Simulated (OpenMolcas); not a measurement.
## Ni4+: effect of the active space

```json
{
 "Program": "OpenMolcas 26.06",
 "Method": "CASSCF or its RAS form",
 "Basis": "ANO-RCC-VTZP",
 "Scalar Hamiltonian": "DKH2, point nucleus",
 "Spin-orbit coupling": "state interaction with AMFI integrals over the reference wave functions, term energies averaged over their components"
}
```

A. 6 electrons in 5 orbitals (3d); 2S+1 = 5 even, 5 roots; 2S+1 = 3 even, 45 roots; 2S+1 = 1 even, 50 roots; cost about 22 core-seconds
B. 12 electrons in 8 orbitals (RAS1 3p, at most 2 holes; RAS2 3d); 2S+1 = 5 even, 5 roots; 2S+1 = 3 even, 45 roots; 2S+1 = 1 even, 44 roots; cost roughly 40 core-seconds
C. 6 electrons in 10 orbitals (3d 4d); 2S+1 = 5 even, 5 roots; 2S+1 = 3 even, 45 roots; 2S+1 = 1 even, 44 roots; cost roughly 4 core-minutes

Energies in eV above 3d6 5D4, the measured ground level; measured values from Corliss and Sugar, J. Phys. Chem. Ref. Data 10, 197 (1981).

```csv
Level,A,B,C,Measured
3d6 5D4,0.0000,0.0000,0.0000,0.0000
3d6 5D3,0.1057,0.1065,0.1013,0.1103
3d6 5D2,0.1790,0.1793,0.1712,0.1847
3d6 5D1,0.2260,0.2256,0.2159,0.2320
3d6 5D0,0.2490,0.2483,0.2377,0.2551
3d6 3H6,3.6592,3.9053,3.6007,3.3614
3d6 3H5,3.7114,3.9524,3.6492,3.4193
3d6 3P2(1),3.9846,3.4827,3.9124,3.2426
3d6 3F3(1),4.2414,4.0257,4.1625,3.6663
3d6 3F2(1),4.2874,4.0672,4.2071,3.7070
3d6 3P1(1),4.2930,3.7974,4.2211,3.5580
3d6 3P0(1),4.4141,3.9134,4.3413,3.6749
3d6 3G5,4.6181,4.6531,4.5423,4.1233
3d6 3G4,4.7205,4.7433,4.6408,4.2231
3d6 3G3,4.7603,4.7814,4.6773,4.2671
3d6 1I6,5.5250,5.8831,5.4288,5.1146
3d6 1G4(1),5.8466,5.5944,5.7481,5.2331
3d6 3D1,5.9629,5.6817,5.8400,
3d6 3D2,5.9658,5.6830,5.8457,
3d6 3D3,5.9962,5.7173,5.8772,5.1974
3d6 1F3,8.3332,8.0561,8.1888,7.1817
3d6 3P0(2),9.7615,9.1146,9.4843,8.2744
3d6 3F2(2),9.8353,9.3099,9.5595,8.5093
3d6 3F4(2),9.8428,9.3299,9.5809,8.5200
```

Deviations, from unrounded energies. A percentage is the sum of absolute deviations over the sum of measured energies, with the sign that they share, or ± where signs differ.

```
                        Against measurement  Levels      A      B      C
             mean absolute deviation (cm-1)      21   4800   3500   4100
      fine structure of the ground term (%)       4   -2.9   -2.9   -7.2
other terms of the ground configuration (%)      17  +14.7  +10.6  +12.4
```

B lies closest to measurement on these levels and A furthest from it. The largest miss of B in the table is 3d6 1F3, by +7100 cm-1. The ranking rests on the paired levels alone, and a cruder setting can come out closer through cancelling errors.

The spin-orbit steps hold different terms of 3d6 (B lacks a 1D, a 1S; C lacks a 1D, a 1S), which shifts levels as well.

Among A to C the level of the table that moves most is 3d6 3P0(2), by 5200 cm-1 (lowest in B, highest in A).

Without dynamic correlation excited terms often stand tens of per cent too high (terms of higher spin than the ground term too low), and those without a measured partner can miss by more than the paired ones. Active for correlation alone: 3p; no level in the range computed is led by a configuration that opens it, so any true level of that kind is missing (holds for B). Active for correlation alone: 4d; no level in the range computed is led by a configuration that fills it, so any true level of that kind is missing (holds for C). Computed and measured levels are paired by configuration, term and J; levels that our copy of the source lacks, or whose pairing is in doubt (as where it misses far off the trend of its configuration), stay unpaired and out of the deviations. Levels of configurations outside the active space are missing. The table leaves out levels that lie high or whose names do not pair safely across all columns.

A number in round brackets counts repeated terms of one configuration in the order of the reference energies.
